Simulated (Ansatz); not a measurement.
`[CH3][AlH][SiH3]` and `[CH3][Al]([SiH3])[Br]` differ in one atom or group.

Ansatz, PBE0-D4/def2-TZVP geometries, multiplicity 1. 

Scalar relativity is left out up to krypton.

| property | `[CH3][AlH][SiH3]` |
| --- | --- |
| LUMO energy (B3LYP/def2-TZVPP) / eV | -1.93 |
| HOMO–LUMO gap (ωB97M-V/def2-TZVPP) / eV | 9.23 |
| HOMO energy (B3LYP/def2-TZVPP) / eV | -7.16 |
| LUMO energy (PBE0/def2-TZVPP) / eV | -1.74 |
| size of the dipole moment (B3LYP/def2-TZVPP) / D | 1.02 |
| LUMO energy (ωB97M-V/def2-TZVPP) / eV | -0.12 |

(1) Give the same properties after the change, and the shifts. (Best estimate.)

Answers

(1) The calculation gave: 
```csv
property,`[CH3][Al]([SiH3])[Br]`,shift
LUMO energy (B3LYP/def2-TZVPP) / eV,-1.85,0.08
HOMO–LUMO gap (ωB97M-V/def2-TZVPP) / eV,9.48,0.25
HOMO energy (B3LYP/def2-TZVPP) / eV,-7.29,-0.13
LUMO energy (PBE0/def2-TZVPP) / eV,-1.69,0.05
size of the dipole moment (B3LYP/def2-TZVPP) / D,1.74,0.72
LUMO energy (ωB97M-V/def2-TZVPP) / eV,-0.03,0.09
```

With PBE0 the HOMO falls by 0.14 eV and the LUMO rises by 0.05 eV, so the gap widens by about 0.19 eV. PBE moves the HOMO by -0.11 eV and ωB97M-V by -0.15 eV. Dipoles are sizes alone; their direction can turn.

B3LYP here is the variant with VWN-RPA as its local correlation; programs differ in this.

Spin–orbit coupling is left out; it splits and shifts lone-pair levels of the heavy atoms by tenths of an eV.
